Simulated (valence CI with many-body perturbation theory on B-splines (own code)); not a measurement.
## E1 line list for F4+

Calculated by relativistic CI+MBPT: three valence electrons over a frozen Dirac-Fock core [He], a basis of 11 s, 11 p, 9 d, 7 f, 5 g, 2 h, 1 i functions for each j, with the one-electron correlation potential Σ1, the two-electron term Σ2, the three-electron term Σ3, Breit, model QED; selected CI, second order for the rest, scaled by the run's own slope (own B-spline code, finite nucleus).

Against 24 measured levels this calculation errs by 90 cm⁻¹ on average and by 220 at most. These come from a selection out of Moore, Atomic Energy Levels, vol. I, NSRDS-NBS 35 (1971 reprint of NBS Circular 467, 1949), an old analysis. Levels without a partner in it may be off by more.

Lines 1 to 50 of 277 in falling wavelength, among levels below 773730 cm⁻¹, chosen from the strongest by gf and those to the six lowest levels. Wavelengths and rates use the calculated energies, so an error of 90 cm⁻¹ moves a line at 435.5 nm by 0.39 % and its rate by three times that or more. Electric multipoles are in the length gauge, E1 and E2 with the static RPA response of the core. Weak lines are less certain than strong ones. Lines between different terms over intervals too small for the method are left out, as are lines whose strength nearly cancels. The highest levels of a list are the least certain.

Letters in brackets count levels of one name in rising energy.

```
λ vac (nm)  λ from measured levels                Upper                 Lower   A (s⁻¹)  S (a.u.)
      3789                               2s2 4f 2F°_7/2         2s2 4d 2D_5/2  1.41e+05  3.04e+01
      3778                               2s2 4f 2F°_5/2         2s2 4d 2D_3/2  1.33e+05  2.12e+01
     789.2                                2s2 4d 2D_3/2        2s2 4p 2P°_3/2  4.01e+06  3.90e+00
     788.3                                2s2 4d 2D_5/2        2s2 4p 2P°_3/2  2.42e+07  3.51e+01
     785.3                                2s2 4d 2D_3/2        2s2 4p 2P°_1/2  2.04e+07  1.95e+01
     586.2                          2s 2p 3p 2P_3/2 [a]  2s 2p 3s 2P°_3/2 [a]  9.63e+06  3.83e+00
     576.5                          2s 2p 3p 2P_1/2 [a]  2s 2p 3s 2P°_1/2 [a]  8.24e+06  1.56e+00
     543.2                               2s2 4p 2P°_1/2         2s2 4s 2S_1/2  5.92e+07  9.37e+00
     541.4                               2s2 4p 2P°_3/2         2s2 4s 2S_1/2  5.99e+07  1.87e+01
     435.5                   435.4     2s 2p 3d 2D°_5/2   2s 2p 3p 2D_5/2 [a]  6.71e+06  1.64e+00
     428.3                   428.1     2s 2p 3d 2D°_3/2   2s 2p 3p 2D_3/2 [a]  7.16e+06  1.11e+00
     382.4                             2s 2p 3d 4D°_5/2       2s 2p 3p 4P_5/2  9.74e+06  1.61e+00
     380.5                             2s 2p 3d 4D°_7/2       2s 2p 3p 4P_5/2  3.63e+07  7.90e+00
     380.2                             2s 2p 3d 4D°_3/2       2s 2p 3p 4P_3/2  1.89e+07  2.05e+00
     378.9                             2s 2p 3d 4D°_5/2       2s 2p 3p 4P_3/2  2.67e+07  4.30e+00
     378.3                             2s 2p 3d 4D°_1/2       2s 2p 3p 4P_1/2  3.16e+07  1.69e+00
     377.5                             2s 2p 3d 4D°_3/2       2s 2p 3p 4P_1/2  1.64e+07  1.74e+00
     341.4                          2s 2p 3p 2S_1/2 [b]        2s2 4p 2P°_3/2  4.57e+07  1.79e+00
     340.6                          2s 2p 3p 2S_1/2 [b]        2s2 4p 2P°_1/2  2.33e+07  9.09e-01
     325.9                   326.1     2s 2p 3d 2P°_3/2   2s 2p 3p 2S_1/2 [a]  4.71e+07  3.22e+00
     323.6                   323.8     2s 2p 3d 2P°_1/2   2s 2p 3p 2S_1/2 [a]  4.98e+07  1.66e+00
     321.3                                2s2 4d 2D_3/2  2s 2p 3s 2P°_1/2 [b]  1.33e+07  8.71e-01
     321.0                             2s 2p 3d 4P°_5/2       2s 2p 3p 4P_5/2  2.03e+07  1.98e+00
     320.9                                2s2 4d 2D_5/2  2s 2p 3s 2P°_3/2 [b]  1.53e+07  1.50e+00
     318.9                             2s 2p 3d 4P°_3/2       2s 2p 3p 4P_5/2  1.29e+07  8.27e-01
     315.1                             2s 2p 3d 4P°_1/2       2s 2p 3p 4P_3/2  2.75e+07  8.50e-01
     307.2                             2s 2p 3d 4F°_7/2       2s 2p 3p 4D_7/2  1.22e+07  1.39e+00
     305.4                             2s 2p 3d 4F°_5/2       2s 2p 3p 4D_5/2  2.19e+07  1.85e+00
     304.4                             2s 2p 3d 4F°_3/2       2s 2p 3p 4D_3/2  2.56e+07  1.42e+00
     304.4                             2s 2p 3d 4F°_9/2       2s 2p 3p 4D_7/2  9.52e+07  1.32e+01
     303.4                             2s 2p 3d 4F°_7/2       2s 2p 3p 4D_5/2  8.34e+07  9.20e+00
     303.1                             2s 2p 3d 4F°_5/2       2s 2p 3p 4D_3/2  7.20e+07  5.94e+00
     303.1                             2s 2p 3d 4F°_3/2       2s 2p 3p 4D_1/2  6.65e+07  3.65e+00
     302.1                   303.2  2s 2p 3p 2D_5/2 [b]      2s 2p 3d 2P°_3/2  9.99e+06  8.16e-01
     273.7                              2s 2p 3p 4D_5/2      2s 2p 3s 4P°_5/2  3.81e+07  2.31e+00
     273.3                          2s 2p 3p 2D_3/2 [a]  2s 2p 3s 2P°_3/2 [a]  2.28e+07  9.17e-01
     272.2                              2s 2p 3p 4D_3/2      2s 2p 3s 4P°_3/2  6.95e+07  2.77e+00
     271.3                              2s 2p 3p 4D_1/2      2s 2p 3s 4P°_1/2  1.11e+08  2.20e+00
     271.0                             2s 2p 3d 2F°_7/2   2s 2p 3p 2D_5/2 [a]  1.56e+08  1.23e+01
     270.8                             2s 2p 3d 2F°_5/2   2s 2p 3p 2D_3/2 [a]  1.46e+08  8.57e+00
     270.8                              2s 2p 3p 4D_7/2      2s 2p 3s 4P°_5/2  1.37e+08  1.07e+01
     270.6                                2s2 3d 2D_3/2        2s2 3p 2P°_3/2  2.14e+07  8.39e-01
     270.4                                2s2 3d 2D_5/2        2s2 3p 2P°_3/2  1.29e+08  7.55e+00
     270.3                              2s 2p 3p 4D_5/2      2s 2p 3s 4P°_3/2  9.79e+07  5.73e+00
     270.3                              2s 2p 3p 4D_3/2      2s 2p 3s 4P°_1/2  5.82e+07  2.27e+00
     269.7                          2s 2p 3p 2D_5/2 [a]  2s 2p 3s 2P°_3/2 [a]  1.36e+08  7.87e+00
     269.5                          2s 2p 3p 2D_3/2 [a]  2s 2p 3s 2P°_1/2 [a]  1.12e+08  4.33e+00
     269.4                             2s 2p 3d 4P°_5/2       2s 2p 3p 4S_3/2  9.57e+07  5.54e+00
     269.3                                2s2 3d 2D_3/2        2s2 3p 2P°_1/2  1.09e+08  4.19e+00
     267.9                             2s 2p 3d 4P°_3/2       2s 2p 3p 4S_3/2  9.26e+07  3.51e+00
```
